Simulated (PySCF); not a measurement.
**Trend along the second period: MCu molecules**

PBE with triple-zeta basis sets in PySCF, for the lowest determinant that a PBE0 search found; no spin–orbit coupling. De refers to high-spin ground-configuration atoms. A positive dipole means M(−)Cu(+).

| M | basis | state (unpaired electrons) | Re (Å) | ωe (cm⁻¹) | De (eV) | μ (D) |
| --- | --- | --- | --- | --- | --- | --- |
| B | def2-TZVPP | singlet (closed shell) | 1.920 | 540 | 2.74 | 1.23 |
| C | def2-TZVPP | quartet (σ ↑, π ↑↑) | 1.774 | 636 | 2.61 | 3.25 |
| N | def2-TZVPP | triplet (π ↑↑) | 1.767 | 616 | 2.40 | 3.17 |
| O | def2-TZVPP | doublet (π ↑) | 1.721 | 657 | 3.28 | 4.18 |
| F | x2c-TZVPPall | singlet (closed shell) | 1.741 | 618 | 4.34 | 4.32 |

The shortest bond is that of CuO (1.721 Å), the longest that of CuB (1.920 Å).

The rows differ in basis set, which adds steps of its own.

The state changes along the series, so neighbouring rows are not always alike in their bonding.
